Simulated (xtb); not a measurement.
C6H16NSi (SMILES [CH2]C(C)N([SiH3])C(C)C), doublet, from a rough starting geometry; GFN2-xTB in xtb.

Input for xtb:
```
$ xtb mol.xyz --gfn 2 --uhf 1 --opt vtight --json

# file mol.xyz
24

C      1.90638279    -0.04156105     1.26601456
C      1.54231492     0.12639154    -0.15480327
C      1.90828487    -1.10244246    -0.99820831
N      0.04554015     0.45350571    -0.24699560
Si    -0.38117347     1.85042930    -1.03090390
C     -0.79135816    -0.36977981     0.56039249
C     -1.69601139    -1.25204370    -0.37923956
C     -1.64206433     0.38561656     1.50227666
H      1.62038733     0.60315116     1.99772971
H      2.53401772    -0.87548517     1.51184301
H      2.01358486     0.99434214    -0.57912299
H      1.57846922    -0.91404946    -2.05319743
H      2.95205313    -1.32124132    -1.03572107
H      1.33058645    -1.93080668    -0.64472290
H      0.60424804     2.12453016    -2.10316976
H     -1.72118169     1.61471829    -1.66468901
H     -0.56303188     3.11623123    -0.15438398
H     -0.12178064    -1.10252192     1.05923894
H     -1.15472517    -1.75644500    -1.09582690
H     -2.35210038    -0.50947667    -0.92451722
H     -2.29585573    -1.83683064     0.16282147
H     -2.26721078     1.06044203     1.04479217
H     -2.22206271    -0.33261804     2.16259989
H     -0.95039916     0.94066506     2.17932024
```

What the program printed (banner, timings and long lists left out):

```
   ID    Z sym.   atoms
    1    6 C      1-3, 6-8
    2    7 N      4
    3   14 Si     5
    4    1 H      9-24

           -------------------------------------------------
          |                Calculation Setup                |
           -------------------------------------------------

           -------------------------------------------------
          |                 G F N 2 - x T B                 |
           -------------------------------------------------

          ...................................................
          :                      SETUP                      :
          :.................................................:
          :  # basis functions                  54          :
          :  # atomic orbitals                  53          :
          :  # shells                           33          :
          :  # electrons                        49          :
          :  max. iterations                   250          :
          :  Hamiltonian                  GFN2-xTB          :
          :  restarted?                      false          :
          :  GBSA solvation                  false          :
          :  PC potential                    false          :
          :  electronic temp.          300.0000000     K    :
          :  accuracy                    1.0000000          :
          :  -> integral cutoff          0.2500000E+02      :
          :  -> integral neglect         0.1000000E-07      :
          :  -> SCF convergence          0.1000000E-05 Eh   :
          :  -> wf. convergence          0.1000000E-03 e    :
          :  Broyden damping             0.4000000          :
          :  net charge                          0          :
          :  unpaired electrons                  1          :
          ...................................................

 iter      E             dE          RMSdq      gap      omega  full diag
   1    -25.8689941 -0.258690E+02  0.376E+00    4.38       0.0  T
   2    -25.9625493 -0.935552E-01  0.215E+00    3.76       1.0  T
   3    -25.9652831 -0.273382E-02  0.125E+00    4.42       1.0  T
   4    -25.9654036 -0.120536E-03  0.446E-01    4.10       1.0  T
   5    -25.9660076 -0.603976E-03  0.214E-01    4.36       1.0  T
   6    -25.9660945 -0.869190E-04  0.586E-02    4.27       1.0  T
   7    -25.9660961 -0.156729E-05  0.353E-02    4.29       1.0  T
   8    -25.9661013 -0.525161E-05  0.119E-02    4.28       1.7  T
   9    -25.9661022 -0.802714E-06  0.415E-03    4.27       4.9  T
  10    -25.9661022 -0.182289E-07  0.161E-03    4.27      12.7  T
  11    -25.9661022 -0.414797E-08  0.628E-04    4.27      32.5  T
  12    -25.9661022 -0.114596E-08  0.229E-04    4.27      89.0  T

   *** convergence criteria satisfied after 12 iterations ***

         :::::::::::::::::::::::::::::::::::::::::::::::::::::
         ::                     SUMMARY                     ::
         :::::::::::::::::::::::::::::::::::::::::::::::::::::
         :: total energy             -25.578747661160 Eh    ::
         :: gradient norm              0.204487647711 Eh/a0 ::
         :: HOMO-LUMO gap              4.274632329075 eV    ::
         ::.................................................::
         :: SCC energy               -25.965921883659 Eh    ::
         :: -> isotropic ES            0.023190023826 Eh    ::
         :: -> anisotropic ES          0.009270556541 Eh    ::
         :: -> anisotropic XC          0.015311143260 Eh    ::
         :: -> dispersion             -0.019926120585 Eh    ::
         :: repulsion energy           0.387174222499 Eh    ::
         :: add. restraining           0.000000000000 Eh    ::
         :: total charge               0.000000000000 e     ::
         :::::::::::::::::::::::::::::::::::::::::::::::::::::

      -----------------------------------------------------------
     |                   =====================                   |
     |                        A N C O P T                        |
[...]
 * total energy  :   -25.6084631 Eh     change       -0.2678957E-05 Eh
 * total energy  :   -25.6084651 Eh     change       -0.2006811E-05 Eh
 * total energy  :   -25.6084662 Eh     change       -0.1062243E-05 Eh
 * total energy  :   -25.6084666 Eh     change       -0.4689892E-06 Eh
 * total energy  :   -25.6084673 Eh     change       -0.6577172E-06 Eh
 * total energy  :   -25.6084683 Eh     change       -0.9823518E-06 Eh
 * total energy  :   -25.6084689 Eh     change       -0.6162224E-06 Eh
 * total energy  :   -25.6084691 Eh     change       -0.2324393E-06 Eh
 * total energy  :   -25.6084693 Eh     change       -0.1802932E-06 Eh
 * total energy  :   -25.6084695 Eh     change       -0.1770755E-06 Eh
 * total energy  :   -25.6084696 Eh     change       -0.1410687E-06 Eh
 * total energy  :   -25.6084697 Eh     change       -0.3073185E-07 Eh
   *** GEOMETRY OPTIMIZATION CONVERGED AFTER 30 ITERATIONS ***
         :: total energy             -25.608469650441 Eh    ::
[...]
    10   1 H        0.926     0.033     2.544     2.494
    11   1 H        0.923     0.038     2.476     2.461
    12   1 H        0.925     0.039     2.462     2.454
    13   1 H        0.925     0.040     2.445     2.445
    14   1 H        0.925     0.040     2.454     2.450
    15   1 H        0.918    -0.116     6.174     3.886
    16   1 H        0.919    -0.112     6.000     3.831
    17   1 H        0.915    -0.105     5.738     3.747
    18   1 H        0.924     0.027     2.630     2.536
    19   1 H        0.925     0.041     2.435     2.440
    20   1 H        0.925     0.038     2.471     2.458
    21   1 H        0.925     0.037     2.492     2.469
    22   1 H        0.925     0.037     2.486     2.466
    23   1 H        0.925     0.038     2.474     2.460
    24   1 H        0.925     0.036     2.508     2.477

 Mol. C6AA /au·bohr⁶  :       5090.053671
 Mol. C8AA /au·bohr⁸  :     127487.936885
 Mol. α(0) /au        :        112.430553

Wiberg/Mayer (AO) data.
largest (>0.10) Wiberg bond orders for each atom

 ---------------------------------------------------------------------------
     #   Z sym  total        # sym  WBO       # sym  WBO       # sym  WBO
 ---------------------------------------------------------------------------
     1   6 C    3.257 --     2 C    1.079     9 H    0.984    10 H    0.983
                             4 N    0.103
     2   6 C    3.983 --     1 C    1.079     3 C    0.994     4 N    0.973
                            11 H    0.932
     3   6 C    3.997 --     2 C    0.994    12 H    0.987    13 H    0.985
                            14 H    0.984
     4   7 N    3.337 --     5 Si   1.086     6 C    1.010     2 C    0.973
                             1 C    0.103
     5  14 Si   3.770 --     4 N    1.086    16 H    0.886    17 H    0.885
                            15 H    0.885
     6   6 C    3.983 --     4 N    1.010     8 C    1.004     7 C    1.001
                            18 H    0.959
     7   6 C    3.996 --     6 C    1.001    19 H    0.986    20 H    0.985
                            21 H    0.985
     8   6 C    3.997 --     6 C    1.004    24 H    0.987    22 H    0.986
                            23 H    0.985
     9   1 H    0.999 --     1 C    0.984
    10   1 H    0.999 --     1 C    0.983
    11   1 H    0.997 --     2 C    0.932
    12   1 H    0.998 --     3 C    0.987
    13   1 H    0.998 --     3 C    0.985
    14   1 H    0.998 --     3 C    0.984
    15   1 H    0.986 --     5 Si   0.885
    16   1 H    0.987 --     5 Si   0.886
    17   1 H    0.989 --     5 Si   0.885
    18   1 H    0.999 --     6 C    0.959
    19   1 H    0.998 --     7 C    0.986
    20   1 H    0.999 --     7 C    0.985
    21   1 H    0.999 --     7 C    0.985
    22   1 H    0.999 --     8 C    0.986
    23   1 H    0.998 --     8 C    0.985
    24   1 H    0.999 --     8 C    0.987
 ---------------------------------------------------------------------------

Topologies differ in total number of bonds
Writing topology from bond orders to xtbtopo.mol

molecular dipole:
                 x           y           z       tot (Debye)
 q only:       -0.106      -0.098      -0.082
   full:       -0.064      -0.312       0.141       0.886
molecular quadrupole (traceless):
                xx          xy          yy          xz          yz          zz
 q only:        0.164      -0.210       0.447      -1.167       0.027      -0.611
  q+dip:        0.205       0.053      -0.180      -1.443       0.964      -0.024
   full:        0.716       0.117      -0.277      -1.535       0.189      -0.439

optimized geometry written to: xtbopt.xyz

           -------------------------------------------------
          | TOTAL ENERGY              -25.608469650441 Eh   |
          | GRADIENT NORM               0.000097270488 Eh/α |
          | HOMO-LUMO GAP               3.894707111417 eV   |
           -------------------------------------------------
```
